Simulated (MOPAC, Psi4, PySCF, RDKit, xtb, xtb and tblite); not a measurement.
Two geometries of SMILES C=C/C=C\N (C₄H₇N), relaxed at GFN2-xTB with one dihedral held; other torsions can differ between them too.

Structure A

```
12

C     -2.2917     0.0204    -0.4000
C     -1.0195    -0.1405    -0.0413
C      0.1203     0.6276    -0.4937
C      0.1321     1.9143    -0.8760
N     -0.9540     2.7569    -0.9519
H     -2.5987     0.7298    -1.1491
H     -3.0693    -0.6043     0.0075
H     -0.7754    -0.9390     0.6515
H      1.0682     0.1091    -0.4767
H      1.0648     2.3668    -1.1876
H     -1.7521     2.4577    -0.4090
H     -0.7491     3.7407    -0.8721
```

Structure B

```
12

C     -2.2180     0.1206    -0.3844
C     -0.9836    -0.1344     0.0228
C      0.2017     0.5837    -0.4434
C      1.0204     1.2698     0.3595
N      0.8696     1.4033     1.7257
H     -2.4167     0.8517    -1.1506
H     -3.0697    -0.4147     0.0002
H     -0.8258    -0.8580     0.8185
H      0.3277     0.6744    -1.5121
H      1.8553     1.8230    -0.0486
H      0.2210     0.7542     2.1453
H      1.7152     1.5389     2.2563
```

Question: Which is lower in energy at the level DF-MP2 (frozen core)/cc-pVTZ // GFN2-xTB in Psi4, and by how much?

Answer: A is lower, by 3.71 kcal/mol (dihedral C1–C2–C3–C4: 30° in A, 120° in B).

E(B) − E(A) in kcal/mol at the other levels, on the same two geometries: GFN2-xTB (xtb and tblite) 2.64; MMFF94 // GFN2-xTB (RDKit) 1.87; PBE/def2-TZVP // GFN2-xTB (Psi4) 3.72; PBE-D3(BJ)/def2-TZVP // GFN2-xTB (Psi4) 3.95; wB97X-D/def2-TZVP // GFN2-xTB (Psi4) 3.30; HF/cc-pVTZ // GFN2-xTB (Psi4) 2.23; UFF // GFN2-xTB (RDKit) -3.04; AM1, restricted, heats of formation // GFN2-xTB (MOPAC) 1.14; PM6, restricted, heats of formation // GFN2-xTB (MOPAC) 0.94; GFN1-xTB // GFN2-xTB (xtb) 2.59; restricted B3LYP/6-31G*, spherical d // GFN2-xTB (PySCF) 3.96; restricted LDA (SVWN5)/6-31G*, spherical d // GFN2-xTB (PySCF) 5.41; restricted Hartree-Fock/3-21G // GFN2-xTB (PySCF) 2.86; restricted M06-2X/6-31G*, spherical d // GFN2-xTB (PySCF) 4.05.
